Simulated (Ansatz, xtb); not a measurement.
Relaxing a trial structure of AlBF3P

The starting geometry of this gas-phase singlet was built from a drawn formula by distance geometry; its bonds are those of `F[P+]1=[B][Al-]1([F])[F]`.

```csv
atom,x (Å),y (Å),z (Å)
Al,-1.8278,-4.0613,1.4787
B,0.0083,-3.7050,0.8228
F,-0.6433,-0.7356,-0.0004
F,-3.2687,-4.5645,0.6181
F,-1.8005,-4.1054,3.3001
P,-0.6638,-2.3408,0.5775
```

**Question.** Where would you expect an optimisation with r2SCAN-D4/def2-SVP to take it?

**Answer.** A bond breaks, leaving `FP=[B][Al]([F])[F]`. Distances that change by over a tenth: B2–P6 (1.54 → 1.78 Å). Contacts that open: Al1–P6 (2.26 → 3.82 Å).

The energy falls by 2.07 eV over 24 steps:

```csv
step,E − E(last) (eV)
1,2.074
4,0.578
6,0.490
9,0.459
11,0.389
14,0.240
16,0.126
19,0.026
21,0.001
24,0.000
```

Final geometry (Å):

```yaml
atoms:
  - { symbol: Al, position_ang: [-2.0554, -4.3576, 1.7783] }
  - { symbol: B, position_ang: [-1.1721, -2.8204, 0.7204] }
  - { symbol: F, position_ang: [0.5224, -0.7715, 0.3453] }
  - { symbol: F, position_ang: [-3.2543, -5.2642, 1.0825] }
  - { symbol: F, position_ang: [-1.5869, -4.7059, 3.3279] }
  - { symbol: P, position_ang: [-0.6493, -1.5929, -0.4576] }
```

From the same start GFN2-xTB reaches the same bonding as this run.

The end wasn't checked by frequencies. Run with Ansatz 0.2.0, 77 s on 1 thread of Intel(R) Xeon(R) Platinum 8488C (Sapphire Rapids) (shared host).
